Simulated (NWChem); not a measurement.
System: C2H8BN; SMILES CBNC

NWChem printed, in part:

```
             Northwest Computational Chemistry Package (NWChem) 7.3.0
             --------------------------------------------------------

 C1  symmetry detected

                             Geometry "geometry" -> ""
                             -------------------------

 Output coordinates in angstroms (scale by  1.889725989 to convert to a.u.)

  No.       Tag          Charge          X              Y              Z
 ---- ---------------- ---------- -------------- -------------- --------------
    1 B                    5.0000    -0.76906063    -0.68739530    -0.00013597
    2 H                    1.0000    -1.86228146    -1.11860455     0.00093438
    3 C                    6.0000     0.50365420    -1.63879374     0.00104628
    4 H                    1.0000     1.13802488    -1.46266533    -0.87646014
    5 H                    1.0000     0.23298844    -2.69124118    -0.00834162
    6 H                    1.0000     1.12474486    -1.47521264     0.87140420
    7 N                    7.0000    -0.63717878     0.68813464    -0.00187328
    8 C                    6.0000     0.57264331     1.47846447    -0.00272192
    9 H                    1.0000    -1.46139181     1.27203297    -0.00276686
   10 H                    1.0000     0.61261300     2.11219727     0.90534903
   11 H                    1.0000     0.62607514     2.12491885    -0.86667630
   12 H                    1.0000     1.43699646     0.82058430     0.00040400

 Effective nuclear repulsion energy (a.u.)     116.7423240791

                                Z-matrix (autoz)
                                --------

 Units are Angstrom for bonds and degrees for angles

[...]

      ----------------------
      Optimization converged
      ----------------------

  Step       Energy      Delta E   Gmax     Grms     Xrms     Xmax
  ---- ---------------- -------- -------- -------- -------- --------
@    6    -160.32538543 -4.8D-08  0.00003  0.00001  0.00018  0.00041
                                     ok       ok       ok       ok

                                Z-matrix (autoz)
                                --------

 Units are Angstrom for bonds and degrees for angles

[...]

 Rotational Constants
 --------------------
 A=   0.501765 cm-1  (  0.721912 K)
 B=   0.167092 cm-1  (  0.240403 K)
 C=   0.131633 cm-1  (  0.189387 K)

 Temperature                      =   298.15K
 frequency scaling parameter      =   1.0000

 Zero-Point correction to Energy  =   63.725 kcal/mol  (  0.101552 au)
 Thermal correction to Energy     =   67.063 kcal/mol  (  0.106871 au)
 Thermal correction to Enthalpy   =   67.655 kcal/mol  (  0.107815 au)

 Total Entropy                    =   71.223 cal/mol-K
   - Translational                =   38.029 cal/mol-K (mol. weight =  57.0750)
   - Rotational                   =   24.484 cal/mol-K (symmetry #  =        1)
   - Vibrational                  =    8.709 cal/mol-K

 Cv (constant volume heat capacity) =   18.229 cal/mol-K
   - Translational                  =    2.979 cal/mol-K
   - Rotational                     =    2.979 cal/mol-K
   - Vibrational                    =   12.271 cal/mol-K

[normal modes left out]

 ----------------------------------------------------------------------------
 Normal Eigenvalue ||           Projected Infra Red Intensities
  Mode   [cm**-1]  || [atomic units] [(debye/angs)**2] [(KM/mol)] [arbitrary]
 ------ ---------- || -------------- ----------------- ---------- -----------
    1      -94.893 ||    0.000560           0.013         0.546       0.287
    2       -0.000 ||    0.000537           0.012         0.524       0.276
    3       -0.000 ||    0.000255           0.006         0.249       0.131
    4        0.000 ||    0.000693           0.016         0.676       0.356
    5        0.000 ||    0.000927           0.021         0.904       0.475
    6        0.000 ||    0.000002           0.000         0.002       0.001
    7        0.000 ||    0.000754           0.017         0.735       0.386
    8      119.821 ||    0.000072           0.002         0.070       0.037
    9      231.808 ||    0.000113           0.003         0.110       0.058
   10      308.955 ||    0.001256           0.029         1.224       0.644
   11      506.416 ||    0.001402           0.032         1.367       0.719
   12      541.114 ||    0.032166           0.742        31.357      16.497
   13      752.980 ||    0.030004           0.692        29.249      15.389
   14      797.817 ||    0.000984           0.023         0.959       0.505
   15      907.746 ||    0.008954           0.207         8.729       4.592
   16      932.115 ||    0.030020           0.693        29.265      15.397
   17      950.394 ||    0.003615           0.083         3.524       1.854
   18     1063.642 ||    0.024802           0.572        24.178      12.721
   19     1100.334 ||    0.000038           0.001         0.037       0.020
   20     1162.771 ||    0.015430           0.356        15.042       7.914
   21     1246.041 ||    0.015813           0.365        15.415       8.110
   22     1335.470 ||    0.085541           1.974        83.390      43.873
   23     1381.906 ||    0.005919           0.137         5.770       3.036
   24     1397.054 ||    0.015522           0.358        15.132       7.961
   25     1397.908 ||    0.008793           0.203         8.572       4.510
   26     1419.983 ||    0.008550           0.197         8.335       4.385
   27     1420.346 ||    0.002170           0.050         2.116       1.113
   28     1503.401 ||    0.093100           2.148        90.758      47.750
   29     2504.280 ||    0.168195           3.880       163.965      86.266
   30     2944.071 ||    0.062099           1.433        60.537      31.850
   31     2960.413 ||    0.004206           0.097         4.100       2.157
   32     3004.217 ||    0.029227           0.674        28.492      14.990
   33     3030.316 ||    0.010057           0.232         9.805       5.158
   34     3073.917 ||    0.016597           0.383        16.180       8.513
   35     3083.312 ||    0.008013           0.185         7.811       4.110
   36     3518.951 ||    0.015520           0.358        15.130       7.960
 ----------------------------------------------------------------------------

 ===============================================================================
      Negative Nuclear Hessian Mode    1  Eigenvalue =    -94.89 cm**(-1)
 -------------------------------------------------------------------------------
   Raw step length:  0.520 angstroms ;  The Raw step for this mode is:
    1 B                    5.0000    -0.00024560     0.00004077    -0.01589339
    2 H                    1.0000    -0.00016821     0.00027323    -0.07004306
    3 C                    6.0000     0.00010054     0.00034761     0.00093981
    4 H                    1.0000    -0.17356551    -0.18498416    -0.16694844
    5 H                    1.0000    -0.00095892    -0.00212929     0.26732646
    6 H                    1.0000     0.17616206     0.18988302    -0.16109342
    7 N                    7.0000    -0.00012126    -0.00001825    -0.00109797
    8 C                    6.0000     0.00009558    -0.00049021     0.02169638
    9 H                    1.0000     0.00008443     0.00027295    -0.03044563
   10 H                    1.0000    -0.02941517     0.02083472     0.00847859
   11 H                    1.0000     0.02987773    -0.02157244     0.00800002
   12 H                    1.0000     0.00001607    -0.00107199     0.06407249

  Geometry after  100.0% step for mode  1; Step length =  0.520 angstroms
   Maximum component (any atom: x,y, or z) displacement:  0.505
    1 B                    5.0000    -0.75752563    -0.69854952    -0.01819783
    2 H                    1.0000    -1.90307016    -1.12588692    -0.07562628
    3 C                    6.0000     0.50147027    -1.66305086    -0.00092375
    4 H                    1.0000     0.98227218    -1.67170231    -1.05062933
    5 H                    1.0000     0.21485213    -2.73502487     0.25426169
    6 H                    1.0000     1.31819129    -1.31214542     0.73188894
    7 N                    7.0000    -0.63824755     0.70176431     0.00032663
    8 C                    6.0000     0.56950695     1.50436563     0.02846145
    9 H                    1.0000    -1.49793296     1.25504448    -0.02949533
   10 H                    1.0000     0.60705396     2.17362950     0.91728005
   11 H                    1.0000     0.66306919     2.14738701    -0.87557263
   12 H                    1.0000     1.46004969     0.84797468     0.06338003

  Geometry after -100.0% step for mode  1; Step length =  0.520 angstroms
   Maximum component (any atom: x,y, or z) displacement:  0.505
    1 B                    5.0000    -0.75703443    -0.69863107     0.01358895
    2 H                    1.0000    -1.90273373    -1.12643338     0.06445984
    3 C                    6.0000     0.50126918    -1.66374609    -0.00280338
    4 H                    1.0000     1.32940319    -1.30173399    -0.71673246
    5 H                    1.0000     0.21676997    -2.73076630    -0.28039124
    6 H                    1.0000     0.96586718    -1.69191146     1.05407577
    7 N                    7.0000    -0.63800504     0.70180082     0.00252258
    8 C                    6.0000     0.56931579     1.50534605    -0.01493132
    9 H                    1.0000    -1.49810181     1.25449858     0.03139592
   10 H                    1.0000     0.66588430     2.13196006     0.90032287
   11 H                    1.0000     0.60331373     2.19053189    -0.89157266
   12 H                    1.0000     1.46001755     0.85011866    -0.06476494

  Geometry after   50.0% step for mode  1; Step length =  0.260 angstroms
   Maximum component (any atom: x,y, or z) displacement:  0.253
    1 B                    5.0000    -0.75740283    -0.69856991    -0.01025114
    2 H                    1.0000    -1.90298605    -1.12602353    -0.04060475
    3 C                    6.0000     0.50142000    -1.66322467    -0.00139365
    4 H                    1.0000     1.06905493    -1.57921023    -0.96715511
    5 H                    1.0000     0.21533159    -2.73396023     0.12059846
    6 H                    1.0000     1.23011027    -1.40708693     0.81243565
    7 N                    7.0000    -0.63818692     0.70177344     0.00087562
    8 C                    6.0000     0.56945916     1.50461074     0.01761326
    9 H                    1.0000    -1.49797517     1.25490801    -0.01427252
   10 H                    1.0000     0.62176154     2.16321214     0.91304075
   11 H                    1.0000     0.64813032     2.15817323    -0.87957264
   12 H                    1.0000     1.46004166     0.84851068     0.03134379

  Geometry after  -50.0% step for mode  1; Step length =  0.260 angstroms
   Maximum component (any atom: x,y, or z) displacement:  0.253
    1 B                    5.0000    -0.75715723    -0.69861068     0.00564225
    2 H                    1.0000    -1.90281784    -1.12629676     0.02943831
    3 C                    6.0000     0.50131945    -1.66357228    -0.00233347
    4 H                    1.0000     1.24262044    -1.39422607    -0.80020667
    5 H                    1.0000     0.21629051    -2.73183094    -0.14672800
    6 H                    1.0000     1.05394821    -1.59696995     0.97352906
    7 N                    7.0000    -0.63806567     0.70179169     0.00197359
    8 C                    6.0000     0.56936358     1.50510094    -0.00408313
    9 H                    1.0000    -1.49805960     1.25463505     0.01617311
   10 H                    1.0000     0.65117671     2.14237742     0.90456216
   11 H                    1.0000     0.61825259     2.17974567    -0.88757265
   12 H                    1.0000     1.46002559     0.84958266    -0.03272870

  Geometry after   39.6% step for mode  1; Step length =  0.206 angstroms
   Maximum component (any atom: x,y, or z) displacement:  0.200
    1 B                    5.0000    -0.75737726    -0.69857415    -0.00859669
    2 H                    1.0000    -1.90296854    -1.12605198    -0.03331350
    3 C                    6.0000     0.50140953    -1.66326085    -0.00149149
    4 H                    1.0000     1.08712251    -1.55995400    -0.94977634
    5 H                    1.0000     0.21543141    -2.73373858     0.09277068
    6 H                    1.0000     1.21177239    -1.42685311     0.82920493
    7 N                    7.0000    -0.63817430     0.70177534     0.00098992
    8 C                    6.0000     0.56944921     1.50466176     0.01535474
    9 H                    1.0000    -1.49798396     1.25487959    -0.01110323
   10 H                    1.0000     0.62482356     2.16104332     0.91215816
   11 H                    1.0000     0.64502015     2.16041885    -0.88040541
   12 H                    1.0000     1.46003998     0.84862227     0.02467406

  Geometry after  -39.6% step for mode  1; Step length =  0.206 angstroms
   Maximum component (any atom: x,y, or z) displacement:  0.200
    1 B                    5.0000    -0.75718280    -0.69860644     0.00398781
    2 H                    1.0000    -1.90283535    -1.12626832     0.02214706
    3 C                    6.0000     0.50132992    -1.66353609    -0.00223564
    4 H                    1.0000     1.22455286    -1.41348230    -0.81758544
    5 H                    1.0000     0.21619069    -2.73205259    -0.11890022
    6 H                    1.0000     1.07228608    -1.57720377     0.95675978
    7 N                    7.0000    -0.63807829     0.70178979     0.00185930
    8 C                    6.0000     0.56937353     1.50504991    -0.00182461
    9 H                    1.0000    -1.49805081     1.25466347     0.01300382
   10 H                    1.0000     0.64811469     2.14454625     0.90544475
   11 H                    1.0000     0.62136277     2.17750005    -0.88673988
   12 H                    1.0000     1.46002726     0.84947107    -0.02605897

  Geometry after   19.8% step for mode  1; Step length =  0.103 angstroms
   Maximum component (any atom: x,y, or z) displacement:  0.100
    1 B                    5.0000    -0.75732865    -0.69858222    -0.00545056
    2 H                    1.0000    -1.90293525    -1.12610606    -0.01944836
    3 C                    6.0000     0.50138963    -1.66332966    -0.00167752
    4 H                    1.0000     1.12148010    -1.52333608    -0.91672862
    5 H                    1.0000     0.21562123    -2.73331708     0.03985295
    6 H                    1.0000     1.17690081    -1.46444078     0.86109364
    7 N                    7.0000    -0.63815030     0.70177895     0.00120726
    8 C                    6.0000     0.56943029     1.50475880     0.01105990
    9 H                    1.0000    -1.49800067     1.25482556    -0.00507647
   10 H                    1.0000     0.63064634     2.15691905     0.91047981
   11 H                    1.0000     0.63910581     2.16468915    -0.88198903
   12 H                    1.0000     1.46003680     0.84883447     0.01199080

  Geometry after  -19.8% step for mode  1; Step length =  0.103 angstroms
   Maximum component (any atom: x,y, or z) displacement:  0.100
    1 B                    5.0000    -0.75723141    -0.69859836     0.00084168
    2 H                    1.0000    -1.90286865    -1.12621424     0.00828192
    3 C                    6.0000     0.50134982    -1.66346728    -0.00204960
    4 H                    1.0000     1.19019527    -1.45010022    -0.85063317
    5 H                    1.0000     0.21600087    -2.73247409    -0.06598250
    6 H                    1.0000     1.10715766    -1.53961611     0.92487107
    7 N                    7.0000    -0.63810229     0.70178618     0.00164195
    8 C                    6.0000     0.56939245     1.50495288     0.00247023
    9 H                    1.0000    -1.49803410     1.25471750     0.00697706
   10 H                    1.0000     0.64229191     2.14867051     0.90712311
   11 H                    1.0000     0.62727711     2.17322975    -0.88515626
   12 H                    1.0000     1.46003044     0.84925887    -0.01337571
```

Level: PBE-D3(BJ)/def2-SVP. The optimisation ended at a saddle point (imaginary frequency).

**Question.** Write an input that gives this output.

**Answer.** This is not unique; one that fits is the input that was run:
```
start job
memory heap 200 mb stack 900 mb global 1100 mb
geometry units angstroms
  B     -0.549762    -0.084981     0.828724
  H     -1.468991    -0.367898     1.504039
  C      0.740881     0.621567     1.428719
  H      1.642617     0.019179     1.262991
  H      0.661331     0.786875     2.499858
  H      0.920898     1.583675     0.968309
  N     -0.639897    -0.393780    -0.515150
  C      0.329523    -0.161179    -1.561292
  H     -1.470757    -0.843141    -0.872937
  H     -0.100789     0.503371    -2.336542
  H      0.630905    -1.082752    -2.037787
  H      1.206896     0.323779    -1.143016
end
basis spherical
  * library def2-svp
end
dft
  xc xpbe96 cpbe96
  disp vdw 4
  iterations 150
end
driver
  maxiter 120
end
task dft optimize
task dft freq
```
